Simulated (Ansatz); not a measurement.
Reaction (atomization): `[SiH3][SiH2][SiH2][SiH2][GeH2][SiH3]` → Ge• + 14 H• + 5 Si•

Gas-phase electronic energies from Ansatz, PBE0-D4/def2-TZVP geometries. CBS: MP2 limit from def2 TZ/QZ plus the TZ coupled-cluster correction, frozen cores. This one scheme is used for every species, atoms too. Functionals use def2-TZVPP. B3LYP here is the variant with VWN-RPA as its local correlation; programs differ in this. HSE06 is defined as in plane-wave codes. No spin–orbit coupling; open shells (•) take unrestricted orbitals. Spin–orbit coupling would lower the free atoms: a little for Si; clearly for Ge. Bonds to Ge are less sure, by a few kJ/mol each and by 10 to 20 or more in all where they break to atoms, as the def2 sets lack core-valence functions. Scalar relativity is left out up to krypton. Each species was taken in one conformer, which may not be the lowest.

```csv
level,ΔE (eV),difference from CCSD(T)/CBS
LDA (SPW92),65.06,5.63
PBE-D4,58.40,-1.03
revPBE-D4,57.74,-1.69
BLYP-D4,58.22,-1.21
r2SCAN-D4,59.32,-0.11
PBE0-D4,58.55,-0.88
B3LYP-D4,59.15,-0.28
r2SCANh-D4,59.22,-0.21
r2SCAN0-D4,59.09,-0.34
HSE06-D4,58.55,-0.88
BHLYP-D4,58.91,-0.52
CAM-B3LYP-D4,59.26,-0.17
ωB97X-V,59.98,0.55
ωB97M-V,59.05,-0.38
PBE-QIDH,58.44,-0.99
PBE,57.72,-1.71
revPBE,56.17,-3.26
BLYP,56.84,-2.59
r2SCAN,59.14,-0.29
PBE0,57.95,-1.48
B3LYP,58.06,-1.37
r2SCANh,59.02,-0.41
r2SCAN0,58.86,-0.57
HSE06,57.98,-1.45
BHLYP,57.94,-1.49
CAM-B3LYP,58.62,-0.81
LC-ωPBE,58.21,-1.22
HF/def2-SVP,44.56,-14.87
MP2/def2-SVP,54.36,-5.07
CCSD/def2-SVP,54.84,-4.59
CCSD(T)/def2-SVP,55.29,-4.14
HF/def2-TZVPP,45.01,-14.42
MP2/def2-TZVPP,57.04,-2.39
SCS-MP2/def2-TZVPP,57.85,-1.58
CCSD/def2-TZVPP,57.49,-1.94
HF/def2-QZVPP,45.07,-14.36
MP2/def2-QZVPP,57.87,-1.56
HF/CBS(def2),45.08,-14.35
MP2/CBS(def2),58.45,-0.98
CCSD/CBS(def2),58.90,-0.53
CCSD(T)/CBS,59.43,0
```

Largest T1 diagnostic among the species: 0.013.

The D4 term adds +1.09 eV with B3LYP and +0.60 eV with PBE0; it sums over pairs of atoms, weighted by their polarisabilities, and B3LYP, whose exchange is more repulsive, gets the larger term. From r2SCAN to r2SCAN0 (25 % exact exchange), in def2-TZVPP and without D4, ΔE moves by −0.27 eV: exact exchange takes away binding that semilocal exchange gives to molecules. In def2-TZVPP, CCSD(T) changes the Hartree–Fock value by +13.01 eV (the triples alone add +0.54 eV) and MP2 by +12.02 eV; breaking electron pairs costs correlation energy, which Hartree–Fock lacks.

For atomizations the MP2-based limit and the directly extrapolated one differ by several kJ/mol either way, and by 10 to 25 for some Ge, Se and Sn compounds, so smaller differences from it don't rank the levels.
